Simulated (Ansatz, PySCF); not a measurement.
CBr2F2, SMILES FC(F)(Br)Br.

Coordinates come from a PBE0-D3(BJ)/def2-SVP optimisation.

Vertical ionisation energy (IE) and electron affinity (EA) in eV. Rows of orbital energies are one-electron estimates. Where ΔSCF, EOM or ADC give a negative EA the extra electron is unbound and the value depends on the basis.

```tsv
level	IE	EA
−ε(HOMO), −ε(LUMO), ωB97X/def2-TZVP (PySCF)	10.94	-0.55
−ε(HOMO), −ε(LUMO), PBE/def2-TZVP (PySCF)	7.24	2.64
ΔSCF, PBE0/def2-SVPD (Ansatz), final states of multiplicity 2 and 2	…	…
ΔSCF, PBE/def2-SVPD (Ansatz), final states of multiplicity 2 and 2	10.48	0.11
```

Problem. Some entries are withheld; supply them. (An estimate is asked for; the answer gives what the named calculation found.)

Solution. 
- ΔSCF, PBE0/def2-SVPD (Ansatz, a first-principles code), final states of multiplicity 2 and 2, IE: 10.88
- ΔSCF, PBE0/def2-SVPD (Ansatz), final states of multiplicity 2 and 2, EA: 0.07

Problem. What vertical singlet–triplet gap does ΔSCF give with PBE0/def2-SVPD (Ansatz) and with PBE/def2-SVPD (Ansatz)? (An estimate is asked for; the answer gives what the named calculation found.)

Solution. 4.79 and 4.50 eV (triplet above singlet where positive).
